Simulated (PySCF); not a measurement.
**ClCuN + HF → FCuN + HCl**

Level: PBE0 in the def2-TZVP basis family, all electrons, no relativity, computed in PySCF with density fitting; open shells unrestricted.

```csv
species,state and structure,ZPE (kJ/mol),H(298 K) − H(0) (kJ/mol),S° (J/(mol K))
ClCuN,"quartet, C∞v, Cu–Cl 2.098 Å, Cu–N 1.755 Å; Cl–Cu–N 180.0°",6.6,14.2,294.6
HF,"singlet, C∞v, H–F 0.920 Å",24.9,8.7,173.6
FCuN,"quartet, C∞v, Cu–F 1.761 Å, Cu–N 1.735 Å; F–Cu–N 180.0°",8.9,13.1,273.7
HCl,"singlet, C∞v, H–Cl 1.279 Å",17.9,8.7,186.6
```

Question: Is the gas-phase reaction uphill or downhill in electronic energy at this level, and by how much?

Answer: At PBE0/def2-TZVP, ΔE = 75.1 kJ/mol, uphill. Ligand exchange with HF takes part in thermal etching.

Question: Add zero-point, thermal and entropy terms for 298.15 K and 1 bar.

Answer: ΔZPE = -4.7 and Δ[H(298) − H(0)] = -1.1 kJ/mol give ΔH° = 69.3 kJ/mol. ΔS° = -7.9 J/(mol K), so ΔG° = 69.3 − 298.15 × (-0.0079) = 72 kJ/mol and log₁₀K = -12.6.

Open d or f shells are single determinants, so the state found may not be the ground state. The structures come from searches over a few start shapes, so lower isomers are not excluded.
